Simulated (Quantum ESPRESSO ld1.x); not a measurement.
All-electron atom: Hg3+ in [Xe] 4f14 5d9 (the NIST ground configuration). Calculated with ld1.x of Quantum ESPRESSO 7.5: scalar-relativistic Kohn-Sham, LDA (Slater exchange, VWN5 correlation), spin-polarised, spherical densities, point nucleus; open shells are filled with parallel spins first. Some entries of the table are withheld. Estimate them.

orbital  occ.  eigenvalue (Ry)  <r> (bohr)
1s up       1         -6111.90     0.01659
1s down     1         -6111.90     0.01659
2s up       1         -1085.41     0.06995
2s down     1         -1085.41     0.06995
2p up       3         -936.563     0.06330
2p down     3         -936.557     0.06330
3s up       1         -259.488      0.1808
3s down     1         -259.484      0.1808
3p up       3         -216.495      0.1822
3p down     3         -216.491      0.1822
3d up       5         -171.224      0.1651
3d down     5         -171.219      0.1651
4s up       1         -58.9888      0.3994
4s down     1         -58.9823      0.3994
4p up       3         -44.8911      0.4258
4p down     3         -44.8846      0.4257
4d up       5         -28.1730      0.4492
4d down     5         -28.1653      0.4491
5s up       1         -11.2550      0.8990
5s down     1         -11.2169      0.8983
4f up       7         -9.62473      0.4825
4f down     7         -9.61463      0.4822
5p up       3              (1)       1.033
5p down     3              (2)       1.032
5d up       5         -3.16633       1.385
5d down     4         -3.11949       1.388
6s up       0         -2.55584       2.205
6s down     0         -2.52741       2.216
6p up       0         -1.79494         (3)
6p down     0         -1.77630         (4)

Answer. 
(1) 5p up eigenvalue (Ry): -7.43470
(2) 5p down eigenvalue (Ry): -7.39016
(3) 6p up <r> (bohr): 2.689
(4) 6p down <r> (bohr): 2.706
